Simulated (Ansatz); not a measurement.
Program: Ansatz. Geometries: PBE0-D4/def2-TZVP. ΔE: electronic, gas phase. CBS: MP2 limit from def2 TZ/QZ plus the TZ coupled-cluster correction, frozen cores. This one scheme is used for every species. One conformer a species, not always the lowest.

Reaction (ligand exchange at the Al–O bond): `C[O][AlH][S][SiH3]` + H₂S → `[SiH3][S][AlH][SH]` + CH₃OH

```json
{"level": "MP2/def2-QZVPP", "ΔE (kJ/mol)": "18.4"}
{"level": "HF/CBS(def2)", "ΔE (kJ/mol)": "29.8"}
```

Question: What does CCSD(T)/CBS give? (An estimate is asked.)

Answer: The calculation gave: +17.8 kJ/mol. The listed levels differ from it by 0.6, 12.0 kJ/mol.

Largest T1 diagnostic among the species: 0.012.

In def2-TZVPP, CCSD(T) changes the Hartree–Fock value by −6.9 kJ/mol (the triples alone add −2.3 kJ/mol) and MP2 by −8.3 kJ/mol.
